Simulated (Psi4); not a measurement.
C$_{4}$H$_{10}$O (SMILES CCCCO), singlet, geometry from GFN2-xTB; B3LYP/STO-3G in Psi4.

Input for Psi4:
```
memory 2 GB

molecule mol {
0 1
  C    -2.509527   -0.112710    0.133814
  C    -1.182413   -0.055656   -0.612560
  C     0.000062    0.001321    0.349161
  C     1.334924    0.058770   -0.385253
  O     2.370656    0.109114    0.573171
  H    -2.551461   -0.994627    0.768849
  H    -3.340932   -0.152860   -0.566055
  H    -2.630918    0.766607    0.762201
  H    -1.166251    0.825204   -1.258767
  H    -1.086781   -0.936324   -1.252118
  H    -0.078887    0.881797    0.988774
  H     0.000498   -0.877845    0.995415
  H     1.365873    0.949229   -1.031033
  H     1.446147   -0.830124   -1.024318
  H     3.219183    0.145687    0.120714
}

set basis sto-3g
set reference rks
set dft_spherical_points 974

energy('b3lyp')
print_variables()
```

The log (banner, timings and long lists left out):

```
   => Loading Basis Set <=

    Name: STO-3G
    Role: ORBITAL
    Keyword: BASIS

         ---------------------------------------------------------
                                   SCF
               by Justin Turney, Rob Parrish, Andy Simmonett
                          and Daniel G. A. Smith
                              RKS Reference
         ---------------------------------------------------------

  ==> Geometry <==

    Molecular point group: c1
    Full point group: C1

    Geometry (in Angstrom), charge = 0, multiplicity = 1:

       Center              X                  Y                   Z               Mass
    ------------   -----------------  -----------------  -----------------  -----------------
         C           -2.573972998038    -0.115693079346     0.113810557249    12.000000000000
         C           -1.246858998038    -0.058639079346    -0.632563442751    12.000000000000
         C           -0.064383998038    -0.001662079346     0.329157557249    12.000000000000
         C            1.270478001962     0.055786920654    -0.405256442751    12.000000000000
         O            2.306210001962     0.106130920654     0.553167557249    15.994914619570
         H           -2.615906998038    -0.997610079346     0.748845557249     1.007825032230
         H           -3.405377998038    -0.155843079346    -0.586058442751     1.007825032230
         H           -2.695363998038     0.763623920654     0.742197557249     1.007825032230
         H           -1.230696998038     0.822220920654    -1.278770442751     1.007825032230
         H           -1.151226998038    -0.939307079346    -1.272121442751     1.007825032230
         H           -0.143332998038     0.878813920654     0.968770557249     1.007825032230
         H           -0.063947998038    -0.880828079346     0.975411557249     1.007825032230
         H            1.301427001962     0.946245920654    -1.051036442751     1.007825032230
         H            1.381701001962    -0.833107079346    -1.044321442751     1.007825032230
         H            3.154737001962     0.142703920654     0.100710557249     1.007825032230

  Running in c1 symmetry.

  Rotational constants: A =      0.62899  B =      0.06653  C =      0.06300 [cm^-1]
  Rotational constants: A =  18856.52191  B =   1994.54386  C =   1888.62232 [MHz]
  Nuclear repulsion =  185.584964951412474

  Charge       = 0
  Multiplicity = 1
  Electrons    = 42
  Nalpha       = 21
  Nbeta        = 21

  ==> Algorithm <==

  SCF Algorithm Type is DF.
  DIIS enabled.
  MOM disabled.
  Fractional occupation disabled.
  Guess Type is SAD.
  Energy threshold   = 1.00e-06
  Density threshold  = 1.00e-06
  Integral threshold = 1.00e-12

  ==> Primary Basis <==

  Basis Set: STO-3G
    Blend: STO-3G
    Number of shells: 25
    Number of basis functions: 35
    Number of Cartesian functions: 35
    Spherical Harmonics?: true
    Max angular momentum: 1

  ==> DFT Potential <==

   => LibXC <=

    Version 7.1.2
    S. Lehtola, C. Steigemann, M. J. T. Oliveira, and M. A. L. Marques,  SoftwareX 7, 1–5 (2018) (10.1016/j.softx.2017.11.002)

   => Composite Functional: B3LYP <=

    B3LYP Hyb-GGA Exchange-Correlation Functional

    P. J. Stephens, F. J. Devlin, C. F. Chabalowski, and M. J. Frisch,  J. Phys. Chem. 98, 11623 (1994) (10.1021/j100096a001)

    Deriv               =              1
    GGA                 =           TRUE
    Meta                =          FALSE

    Exchange Hybrid     =           TRUE
    MP2 Hybrid          =          FALSE

   => Exchange Functionals <=

    0.0800   Slater exchange
    0.7200         Becke 88

   => Exact (HF) Exchange <=

    0.2000               HF

   => Correlation Functionals <=

    0.1900   Vosko, Wilk & Nusair (VWN5_RPA)
    0.8100   Lee, Yang & Parr

   => LibXC Density Thresholds  <==

    XC_HYB_GGA_XC_B3LYP:  1.00E-15

   => Molecular Quadrature <=

    Radial Scheme          =       TREUTLER
    Pruning Scheme         =           NONE
    Nuclear Scheme         =       TREUTLER

    Blocking Scheme        =         OCTREE
    BS radius alpha        =              1
    Pruning alpha          =              1
    Radial Points          =             75
    Spherical Points       =            974
    Total Points           =        1021208
    Total Blocks           =           6906
    Max Points             =            256
    Max Functions          =             33
    Weights Tolerance      =       1.00E-15

   => Loading Basis Set <=

    Name: (STO-3G AUX)
    Role: JKFIT
    Keyword: DF_BASIS_SCF

  ==> Integral Setup <==

  SCF_SUBTYPE=INCORE selected. In-core MEM_DF algorithm will be used.
  Using in-core AOs.

  ==> MemDFJK: Density-Fitted J/K Matrices <==

    J tasked:                   Yes
    K tasked:                   Yes
    wK tasked:                   No
    Algorithm:                 Core
    Schwarz Cutoff:           1E-12
    Mask sparsity (%):       1.6327
    Fitting Condition:        1E-10

   => Auxiliary Basis Set <=

  Basis Set: (STO-3G AUX)
    Blend: DEF2-UNIVERSAL-JKFIT
    Number of shells: 185
    Number of basis functions: 557
    Number of Cartesian functions: 649
    Spherical Harmonics?: true
    Max angular momentum: 4

  Minimum eigenvalue in the overlap matrix is 1.9916863480E-01.
  Reciprocal condition number of the overlap matrix is 7.6774620177E-02.
    Using symmetric orthogonalization.

  ==> Pre-Iterations <==

  SCF Guess: Superposition of Atomic Densities via on-the-fly atomic UHF (no occupation information).

   -------------------------
    Irrep   Nso     Nmo
   -------------------------
     A         35      35
   -------------------------
    Total      35      35
   -------------------------

  ==> Iterations <==

                           Total Energy        Delta E     RMS |[F,P]|

   @DF-RKS iter SAD:  -227.88908186933176   -2.27889e+02   0.00000e+00
   @DF-RKS iter   1:  -230.68609694772962   -2.79702e+00   6.04745e-03 DIIS/ADIIS
   @DF-RKS iter   2:  -230.69164558382010   -5.54864e-03   5.75629e-03 DIIS/ADIIS
   @DF-RKS iter   3:  -230.71564255570320   -2.39970e-02   2.27993e-04 DIIS/ADIIS
   @DF-RKS iter   4:  -230.71567767874438   -3.51230e-05   9.81259e-05 DIIS
   @DF-RKS iter   5:  -230.71568494518510   -7.26644e-06   8.47452e-06 DIIS
   @DF-RKS iter   6:  -230.71568500767316   -6.24881e-08   1.52421e-06 DIIS
   @DF-RKS iter   7:  -230.71568500932446   -1.65130e-09   5.08943e-07 DIIS
  Energy and wave function converged.

  ==> Post-Iterations <==

   Electrons on quadrature grid:
      Ntotal   =   41.9999998799 ; deviation = -1.201e-07

    Orbital Energies [Eh]
    ---------------------

    Doubly Occupied:

       1A    -18.852374     2A    -10.048287     3A    -10.012238
       4A    -10.007665     5A    -10.001079     6A     -0.950893
       7A     -0.758771     8A     -0.679885     9A     -0.585095
      10A     -0.547920    11A     -0.448431    12A     -0.439508
      13A     -0.395836    14A     -0.387665    15A     -0.357143
      16A     -0.329197    17A     -0.301983    18A     -0.293229
      19A     -0.290698    20A     -0.209594    21A     -0.132805

    Virtual:

      22A      0.315553    23A      0.376102    24A      0.388281
      25A      0.413572    26A      0.426921    27A      0.435498
      28A      0.472874    29A      0.482662    30A      0.499738
      31A      0.504615    32A      0.513882    33A      0.527172
      34A      0.528476    35A      0.557370

    Final Occupation by Irrep:
              A
    DOCC [    21 ]
    NA   [    21 ]
    NB   [    21 ]

  @DF-RKS Final Energy:  -230.71568500932446

   => Energetics <=

    Nuclear Repulsion Energy =            185.5849649514124735
    One-Electron Energy =                -680.7176418650988126
    Two-Electron Energy =                 292.0328818994863695
    DFT Exchange-Correlation Energy =     -27.6158899951245260
    Empirical Dispersion Energy =           0.0000000000000000
    VV10 Nonlocal Energy =                  0.0000000000000000
    Total Energy =                       -230.7156850093244884

Computation Completed

Properties will be evaluated at   0.000000,   0.000000,   0.000000 [a0]

Properties computed using the SCF density matrix

 Multipole Moments:

 ------------------------------------------------------------------------------------
     Multipole            Electronic (a.u.)      Nuclear  (a.u.)        Total (a.u.)
 ------------------------------------------------------------------------------------

 L = 1.  Multiply by 2.5417464519 to convert [e a0] to [Debye]
 Dipole X            :          5.2012406           -5.1149915            0.0862491
 Dipole Y            :          0.2388102           -0.2367512            0.0020591
 Dipole Z            :          1.1022889           -1.5876394           -0.4853506
 Magnitude           :                                                    0.4929587

 ------------------------------------------------------------------------------------

  Variable Map:
  ----------------------------------------------------------------------------
  "CURRENT ENERGY"              =>    -230.715685009324
  "CURRENT REFERENCE ENERGY"    =>    -230.715685009324
  "DD SOLVATION ENERGY"         =>       0.000000000000
  "DFT FUNCTIONAL TOTAL ENERGY" =>    -230.715685009324
  "DFT TOTAL ENERGY"            =>    -230.715685009324
  "DFT VV10 ENERGY"             =>       0.000000000000
  "DFT XC ENERGY"               =>     -27.615889995125
  "GRID ELECTRONS ALPHA"        =>      20.999999939933
  "GRID ELECTRONS BETA"         =>      20.999999939933
  "GRID ELECTRONS TOTAL"        =>      41.999999879867
  "NUCLEAR REPULSION ENERGY"    =>     185.584964951412
  "ONE-ELECTRON ENERGY"         =>    -680.717641865099
  "PCM POLARIZATION ENERGY"     =>       0.000000000000
  "PE ENERGY"                   =>       0.000000000000
  "SCF ITERATION ENERGY"        =>    -230.715685009324
  "SCF ITERATIONS"              =>       7.000000000000
  "SCF TOTAL ENERGY"            =>    -230.715685009324
  "TWO-ELECTRON ENERGY"         =>     292.032881899486
  "XC GRID RADIAL POINTS"       =>      75.000000000000
  "XC GRID SPHERICAL POINTS"    =>     974.000000000000
  "XC GRID TOTAL POINTS"        => 1021208.000000000000

  Array Variable Map:
  ----------------------------------------------------------------------------
  "CURRENT DIPOLE"              =>       0.086249122151 ... -0.485350552468 1 by 3
  "SCF DIPOLE"                  =>       0.086249122151 ... -0.485350552468 1 by 3
  "SCF TOTAL ENERGIES"          =>    -227.889081869332 ... -230.715685009324 1 by 8
```
